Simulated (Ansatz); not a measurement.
Relaxation of FH$_{2}$NSn (5 atoms, charge 0, multiplicity 1), to a largest force component of 0.015 eV/Å in at most 40 steps.

These are results of RKS LDA/def2-SVP (Ansatz), not measurements.

```xyz
5
Properties=species:S:1:pos:R:3:forces:R:3
N -0.688 0.572 -0.336 -0.72 2.13 -0.55
Sn 0.004 -0.359 1.309 -0.57 0.12 1.88
F 1.548 -1.378 0.793 0.73 -0.45 -0.74
H -0.789 1.643 -0.105 0.01 -2.19 -0.57
H -1.638 0.211 -0.593 0.55 0.39 -0.03
```

Question: Where does it end, and by what steps?

Answer: It converged. After 12 steps the energy has fallen by 0.878 eV; H5 moved furthest, 0.84 Å.

```tsv
step	energy less start (eV)	largest force component (eV/Å)	accepted
0	0.0000	2.192	yes
1	-0.2424	0.864	yes
2	-0.3696	1.049	yes
3	-0.5750	0.637	yes
4	-0.7613	0.618	yes
5	-0.8285	0.641	yes
6	-0.8151	0.695	no
7	-0.8324	1.153	yes
8	-0.8760	0.173	yes
9	-0.8775	0.024	yes
10	-0.8774	0.060	no
11	-0.8777	0.020	yes
12	-0.8779	0.006	yes
```

```xyz
5
Properties=species:S:1:pos:R:3
N -0.755 0.649 -0.013
Sn 0.460 0.066 1.488
F 0.903 -1.573 0.509
H -1.316 1.505 -0.078
H -0.856 0.042 -0.837
```

Whether the end is a true minimum wasn't checked by a vibrational analysis.

Run time: 9.4 s on 1 thread of Intel(R) Xeon(R) 6975P-C (Granite Rapids) (shared host), peak memory 0.23 GiB.
